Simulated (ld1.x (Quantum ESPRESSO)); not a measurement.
What one change does to a pseudopotential (technetium (Tc), RRKJ)

* Element: Tc
* Generator: ld1.x (Quantum ESPRESSO) 7.5
* Type: norm-conserving RRKJ (Kleinman–Bylander form)
* Functional: LDA (PZ)
* Relativity: fully relativistic
* Frozen core: [Ar] 3d10 4s2
* Valence charge: 13
* Reference configuration: 4p6 4d5 5s2 5p0
* Partial waves: 4p (bound): rc 1.50 bohr; 4d (bound): rc 1.25 bohr; 5s (bound): rc 2.15 bohr
* Local potential: the s channel
* Core correction: a·sin(br)/r model core inside 1.30 bohr
* rho0: 0.01

Open shells are filled in proportion to 2j + 1 (rel_dist='average').

Change: all radii but the core radius scaled by about 0.96 (s 2.06, p 1.44, d 1.20 bohr).

Cutoffs: the cutoffs (Ry, on a coarse ladder) from which the occupation-weighted sum of valence levels, in a spherical-Bessel basis at the reference potential, stays within 10 and 1 mRy of its value at 400 Ry; they do not see the model core or the augmentation charge, which bear on the density cutoff. Errors are all-electron minus pseudo energies relative to the spin-unpolarised reference configuration.

Predict the effect on cutoff, ghosts and configuration errors.

The potential gets neither clearly harder nor softer (80 Ry and 120 Ry → 80 Ry and 120 Ry); the p channel sets the loose cutoff, while the largest relative change is in s, which becomes harder; of the 7 tests that both files solve, the error grows in 0 and shrinks in 5 by more than 15 % and 0.3 meV (median size 55.6 → 43.9 meV); neither file shows a bound ghost at the reference potential, the only one tested. Less of the atom is replaced, so other configurations are described better.

| quantity | base | changed |
| --- | --- | --- |
| cutoff, loose | 80 Ry | 80 Ry |
| cutoff, tight | 120 Ry | 120 Ry |
| loose cutoff by channel (10 mRy a level) | p 45 Ry, d 40 Ry, s 12 Ry | p 55 Ry, d 40 Ry, s 15 Ry |
| bound ghosts | none | none |
| error for 4p6 4d5 5s1 5p0, meV [ΔE 8.43 eV] | -2.3 | -0.7 |
| error for 4p6 4d5 5s0 5p0, meV [ΔE 23.63 eV] | -22 | -16 |
| error for 4p6 4d4 5s0 5p0, meV [ΔE 52.56 eV] | -88 | -91 |
| error for 4p6 4d3 5s0 5p0, meV [ΔE 94.79 eV] | -338 | -351 |
| error for 4p6 4d6 5s1 5p0, meV [ΔE -0.87 eV] | -56 | -44 |
| error for 4p5 4d5 5s2 5p0, meV [ΔE 51.62 eV] | -155 | -50 |
| error for 4p6 4d5 5s1.5 5p0, meV [ΔE 3.41 eV] | -0.4 | +0.1 |

Base: These tests converged, but a pseudo level misses the all-electron one widely, so the file describes the atom poorly there or has found another state: 4p6 4d4 5s0 5p0: empty 5p by 2.5 eV; 4p6 4d3 5s0 5p0: empty 5p by 3.6 eV. Changed file: These tests converged, but a pseudo level misses the all-electron one widely, so the file describes the atom poorly there or has found another state: 4p6 4d4 5s0 5p0: empty 5p by 2.3 eV; 4p6 4d3 5s0 5p0: empty 5p by 3.4 eV.
